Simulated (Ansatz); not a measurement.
Gas-phase electronic energies from Ansatz, PBE0-D4/def2-TZVP geometries. CCSD(T)/CBS adds triple-zeta CCSD(T) − MP2 to the extrapolated MP2 energy (def2 sets, frozen cores). This one scheme is used for every species. DFT in def2-TZVPP. Open shells (•) are unrestricted, without spin–orbit coupling. One conformer a species, not always the lowest.

Reaction (homolysis of the S–Si bond): `C[SiH2]S[SiH3]` → `C[SiH2][S]`• + `[SiH3]`•

`C[SiH2]S[SiH3]`:

Cartesian coordinates in Å:
```
C 0.416 2.350 -0.326
Si 0.567 0.511 -0.069
S -1.418 -0.294 0.026
Si -0.907 -2.344 0.323
H -0.128 2.811 0.500
H -0.114 2.568 -1.255
H 1.409 2.804 -0.381
H 1.288 0.199 1.194
H 1.307 -0.132 -1.188
H -0.128 -2.523 1.575
H -2.187 -3.086 0.415
H -0.104 -2.863 -0.814
```

`C[SiH2][S]`•:

Z-matrix (Å, degrees):
```
C
Si 1 1.864
H 1 1.092 2 110.7
H 1 1.094 2 110.2 3 120.2
H 1 1.092 2 110.7 3 -120.1
S 2 2.125 1 114.0 3 57.4
H 2 1.488 1 110.4 3 -178.7
H 2 1.492 1 111.2 3 -57.8
```

`[SiH3]`•:

Cartesian coordinates in Å:
```
Si 0.318 0.038 -0.107
H 0.360 -0.755 1.149
H -0.434 -0.677 -1.171
H -0.243 1.394 0.130
```

CCSD(T)/CBS gives +386.2 kJ/mol.

**Question.** Another level gave +338.9 kJ/mol. Which?
A. CAM-B3LYP/def2-TZVPP
B. BLYP/def2-TZVPP
C. BHLYP-D4/def2-TZVPP
D. revPBE/def2-TZVPP

**Answer.** D. revPBE 338.9, BHLYP-D4 361.7, BLYP 332.3, CAM-B3LYP 353.3 kJ/mol.

Largest T1 diagnostic among the species: 0.015.

From PBE to PBE0 (25 % exact exchange), in def2-TZVPP and without D4, ΔE moves by +3.7 kJ/mol. Leaving LDA and LC-ωPBE aside and taking each functional with its dispersion term where it has one, the values, not all of them listed here, spread over 31.7 kJ/mol, from BLYP-D4 to ωB97M-V. LDA lies +56.4 kJ/mol from PBE without D4, its usual overbinding. At CCSD(T), def2-SVP lies −41.0 kJ/mol from the extrapolated value and def2-TZVPP −16.7 kJ/mol: correlation converges slowly with the basis, and small sets miss more of it in the bonded molecule than in its fragments.
